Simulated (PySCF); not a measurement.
A species of formula C5H12OSSi has this rotational fingerprint, computed with PBE0/pcSseg-1 in PySCF (dipole) on a GFN2-xTB geometry, gas phase:

* Rotational constants: A = 2210, B = 862.1, C = 703.3 MHz
* Dipole components: |μa| = 0.32 D, |μb| = 1.34 D, |μc| = 0.40 D
* Inertial defect: -96.35 u·Å²
* κ: -0.79

Question: Which structure is it? (One computed conformer of each.)
A. `[CH3:1][O:2][C@@H:3]1[C@H:4]([CH3:5])[Si@H:6]1[S:7][CH3:8]` with C1–O2–C3–C4 160°, C4–Si6–S7–C8 -81°
B. `[CH2:1]=[CH:2][CH2:3][Si@:4]([OH:5])([SH:6])[CH2:7][CH3:8]` with C1–C2–C3–Si4 100°, C2–C3–Si4–O5 64°, C3–Si4–O5–H -167°, C3–Si4–S6–H 28°, C3–Si4–C7–C8 -62°
C. `[CH3:1][CH2:2]/[CH:3]=[CH:4]\[Si@@H:5]([OH:6])[S:7][CH3:8]` with C1–C2–C3–C4 102°, C3–C4–Si5–O6 -58°, C4–Si5–O6–H 149°, C4–Si5–S7–C8 52°
D. `[CH2:1]=[C:2]([CH3:3])[CH2:4][Si@@H:5]([SH:6])[O:7][CH3:8]` with C1–C2–C4–Si5 -94°, C2–C4–Si5–S6 57°, C4–Si5–S6–H -33°, C4–Si5–O7–C8 -168°

Answer: D. It is C=C(C)C[Si@@H](S)OC, an asymmetric top, point group C1. The candidates at the same level (rigid rotor, commonest isotopes):

```tsv
SMILES	A (MHz)	B (MHz)	C (MHz)	μa (D)	μb (D)	μc (D)	Δ (u·Å²)	point group	rotor
CO[C@@H]1[C@H](C)[Si@H]1SC	2367	807.5	652.5	0.41	0.56	0.44	-64.81	C1	asymmetric top
C=CC[Si@](O)(S)CC	1747	986.7	794.2	1.06	0.97	0.33	-165.23	C1	asymmetric top
CC/C=C\[Si@@H](O)SC	1876	908.8	810.8	0.29	1.00	0.39	-202.19	C1	asymmetric top
C=C(C)C[Si@@H](S)OC	2210	862.1	703.3	0.32	1.34	0.40	-96.35	C1	asymmetric top
```

`CC/C=C\[Si@@H](O)SC` has C 15 % too high; `CO[C@@H]1[C@H](C)[Si@H]1SC` has C 7 % too low; `C=CC[Si@](O)(S)CC` has A 21 % too low. No structure here is proved a minimum.
